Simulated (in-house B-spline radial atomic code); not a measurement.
Ionising Fe¹⁰⁺ with different functionals

Computed with a B-spline radial code for spherical atoms: four-component Dirac-Coulomb Hamiltonian, Fermi nucleus of rms radius 3.7377 fm, spin-restricted, spherical fractional occupations for the functionals. The ionisation energy is the difference of two self-consistent energies, [Ne] 3s2 3p4 → [Ne] 3s2 3p3, without Breit or QED terms; ε is the level of the shell that loses the electron (mean over j). The electron is taken from both j subshells in proportion to 2j + 1, so the result is a j average, not the step between ground levels.

Hybrids are left out here: with spherical fractional occupations of an open shell their exact exchange keeps a self-interaction that integer-occupation calculations don't have.

```json
{"method": "LDA VWN5", "rung": "LDA", "ΔSCF (eV)": "294.57", "-ε(3p) (eV)": "279.26"}
{"method": "relativistic LDA", "rung": "LDA", "ΔSCF (eV)": "294.48", "-ε(3p) (eV)": "279.17"}
{"method": "LDA PW92", "rung": "LDA", "ΔSCF (eV)": "294.56", "-ε(3p) (eV)": "279.25"}
{"method": "LDA exchange-only", "rung": "LDA", "ΔSCF (eV)": "292.42", "-ε(3p) (eV)": "277.11"}
{"method": "PBE", "rung": "GGA", "ΔSCF (eV)": "294.59", "-ε(3p) (eV)": "279.32"}
{"method": "PBEsol", "rung": "GGA", "ΔSCF (eV)": "294.43", "-ε(3p) (eV)": "279.15"}
{"method": "BLYP", "rung": "GGA", "ΔSCF (eV)": "?", "-ε(3p) (eV)": "?"}
{"method": "RPBE", "rung": "GGA", "ΔSCF (eV)": "294.58", "-ε(3p) (eV)": "279.31"}
{"method": "PW91", "rung": "GGA", "ΔSCF (eV)": "294.78", "-ε(3p) (eV)": "279.49"}
{"method": "BP86", "rung": "GGA", "ΔSCF (eV)": "?", "-ε(3p) (eV)": "?"}
{"method": "AM05", "rung": "GGA", "ΔSCF (eV)": "294.40", "-ε(3p) (eV)": "279.11"}
{"method": "OLYP", "rung": "GGA", "ΔSCF (eV)": "295.20", "-ε(3p) (eV)": "279.94"}
```

(1) What does BLYP give?

(2) What does BP86 give?

(3) How do they compare with the NIST value?

Results:

(1) ΔSCF 294.50 eV, and -ε(3p) = 279.20 eV.

(2) ΔSCF 294.75 eV, and -ε(3p) = 279.45 eV.

(3) NIST lists 290.9 eV ± 0.4 (semi-empirical, ground level to ground level). Errors run from +1.52 to +4.30 eV. The correlated functionals all miss on the same side by more than they spread, so the cause is common to them (Breit-QED terms, spin polarisation, the choice among j levels, multiplet and fine-structure energies, or a listed next ion that isn't the cheapest removal here) and closeness doesn't rank the functionals.
